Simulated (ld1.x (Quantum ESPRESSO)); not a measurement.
# u(r) = r·R(r): atom against pseudo-atom (neon (Ne))

Columns: radius, all-electron u(r) and pseudo u(r) of the 2p shell (level -54.83 eV) of neon in the configuration [He] 2s2 2p4; PBE, non-relativistic, PAW scheme, ld1.x (Quantum ESPRESSO) 7.5.

```json
{"r (bohr)": "0.072", "all-electron": "0.1210", "pseudo": "0.0140"}
{"r (bohr)": "0.145", "all-electron": "0.3524", "pseudo": "0.0559"}
{"r (bohr)": "0.217", "all-electron": "0.5801", "pseudo": "0.1211"}
{"r (bohr)": "0.290", "all-electron": "0.7701", "pseudo": "0.2065"}
{"r (bohr)": "0.362", "all-electron": "0.9079", "pseudo": "0.3034"}
{"r (bohr)": "0.435", "all-electron": "0.9995", "pseudo": "0.4072"}
{"r (bohr)": "0.507", "all-electron": "1.0482", "pseudo": "0.5079"}
{"r (bohr)": "0.580", "all-electron": "1.0635", "pseudo": "0.6012"}
{"r (bohr)": "0.652", "all-electron": "1.0528", "pseudo": "0.6790"}
{"r (bohr)": "0.725", "all-electron": "1.0228", "pseudo": "0.7389"}
{"r (bohr)": "0.798", "all-electron": "0.9794", "pseudo": "0.7773"}
{"r (bohr)": "0.870", "all-electron": "0.9279", "pseudo": "0.7936"}
{"r (bohr)": "0.942", "all-electron": "0.8713", "pseudo": "0.7894"}
{"r (bohr)": "1.015", "all-electron": "0.8114", "pseudo": "0.7670"}
{"r (bohr)": "1.088", "all-electron": "0.7509", "pseudo": "0.7304"}
{"r (bohr)": "1.160", "all-electron": "0.6921", "pseudo": "0.6845"}
{"r (bohr)": "1.232", "all-electron": "0.6352", "pseudo": "0.6333"}
{"r (bohr)": "1.305", "all-electron": "0.5801", "pseudo": "0.5800"}
{"r (bohr)": "1.378", "all-electron": "0.5280", "pseudo": "0.5280"}
{"r (bohr)": "1.450", "all-electron": "0.4799", "pseudo": "0.4799"}
{"r (bohr)": "1.522", "all-electron": "0.4351", "pseudo": "0.4351"}
{"r (bohr)": "1.595", "all-electron": "0.3932", "pseudo": "0.3932"}
{"r (bohr)": "1.668", "all-electron": "0.3545", "pseudo": "0.3545"}
{"r (bohr)": "1.740", "all-electron": "0.3196", "pseudo": "0.3196"}
{"r (bohr)": "1.812", "all-electron": "0.2877", "pseudo": "0.2877"}
{"r (bohr)": "1.885", "all-electron": "0.2581", "pseudo": "0.2581"}
```

(1) How many radial nodes do the two functions have?

(2) At about which radius was the pseudo-wave matched?

(3) Is the pseudo-wave norm-conserving?

Answers

(1) The all-electron 2p function has n − l − 1 = 0; the pseudo-wave has 0.

(2) 1.45 bohr. The columns agree to 0.0005 from 1.30 bohr on; several derivatives are matched, so the curves merge somewhat inside the radius.

(3) No, it belongs to a PAW set: the norm inside the radius is not constrained, and the difference is carried by the augmentation charge.
